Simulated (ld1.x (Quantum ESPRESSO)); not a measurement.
## Logarithmic derivatives: Fe (Z = 26), ultrasoft

```
Element                 : iron (Fe)
Generator               : ld1.x (Quantum ESPRESSO) 7.5
Type                    : ultrasoft
Functional              : PBE
Relativity              : scalar-relativistic
Frozen core             : [Ne] 3s2
Valence charge          : 14
Reference configuration : 3p6 3d6.5 4s1.5 4p0
Partial waves           : 4s (bound): rcut 2.50, rcutus 2.65 bohr; 4s channel at 0.05 Ry: rcut 2.50, rcutus 2.65 bohr; 3p (bound): rcut 1.20, rcutus 1.35 bohr; 4p (bound, empty): rcut 1.20, rcutus 1.35 bohr; 3d (bound): rcut 1.65, rcutus 1.95 bohr; 3d channel at 0.25 Ry: rcut 1.65, rcutus 1.95 bohr
Local potential         : all-electron potential smoothed inside 2.15 bohr (lloc = -2)
Core correction         : a·sin(br)/r model core, default radius (core density twice the valence density)
Augmentation charge     : PSQ, inside the norm-conserving radii
```

The phase is arctan(r·u′/u) with u = r·R(r), unwrapped; energies in Ry, scanned from -6 to 5 Ry. A pole is an energy at which the radial function vanishes at the test radius. The pseudo phase is shifted by a multiple of π to meet the all-electron one at the reference energy, and phase errors are pseudo minus all-electron; the curves can meet again beyond the range given. Levels narrower than the energy grid can be missing from the lists of poles.

```csv
channel,radius (bohr),reference energy (Ry),"poles, all-electron","poles, pseudo",unbroken range about the reference energy with phases within 0.05 rad,phase error 1 Ry above the reference energy (rad)
s,2.89,-0.35,0.94,"0.94, 4.88",below 2.9,-0.000
p,2.89,-0.08,"-4.22, 1.81","-4.22, 1.81",below 4.2,+0.000
d,2.89,-0.40,"-0.31, 3.37","-0.31, 3.42",the whole range,+0.000
```

Phases in the p channel:

```json
{"E (Ry)": "-6.00", "all-electron": "1.424", "pseudo": "1.424"}
{"E (Ry)": "-5.48", "all-electron": "1.417", "pseudo": "1.417"}
{"E (Ry)": "-4.96", "all-electron": "1.407", "pseudo": "1.407"}
{"E (Ry)": "-4.44", "all-electron": "1.392", "pseudo": "1.392"}
{"E (Ry)": "-3.92", "all-electron": "-1.750", "pseudo": "-1.750"}
{"E (Ry)": "-3.40", "all-electron": "-1.768", "pseudo": "-1.767"}
{"E (Ry)": "-2.88", "all-electron": "-1.788", "pseudo": "-1.788"}
{"E (Ry)": "-2.36", "all-electron": "-1.814", "pseudo": "-1.814"}
{"E (Ry)": "-1.84", "all-electron": "-1.853", "pseudo": "-1.853"}
{"E (Ry)": "-1.32", "all-electron": "-1.915", "pseudo": "-1.915"}
{"E (Ry)": "-0.80", "all-electron": "-2.036", "pseudo": "-2.036"}
{"E (Ry)": "-0.28", "all-electron": "-2.372", "pseudo": "-2.372"}
{"E (Ry)": "0.24", "all-electron": "-3.596", "pseudo": "-3.596"}
{"E (Ry)": "0.76", "all-electron": "-4.390", "pseudo": "-4.390"}
{"E (Ry)": "1.28", "all-electron": "-4.608", "pseudo": "-4.608"}
{"E (Ry)": "1.80", "all-electron": "-4.711", "pseudo": "-4.710"}
{"E (Ry)": "2.32", "all-electron": "-4.783", "pseudo": "-4.782"}
{"E (Ry)": "2.84", "all-electron": "-4.852", "pseudo": "-4.849"}
{"E (Ry)": "3.36", "all-electron": "-4.941", "pseudo": "-4.935"}
{"E (Ry)": "3.88", "all-electron": "-5.108", "pseudo": "-5.088"}
{"E (Ry)": "4.40", "all-electron": "-5.631", "pseudo": "-5.531"}
{"E (Ry)": "4.92", "all-electron": "-7.003", "pseudo": "-6.855"}
```
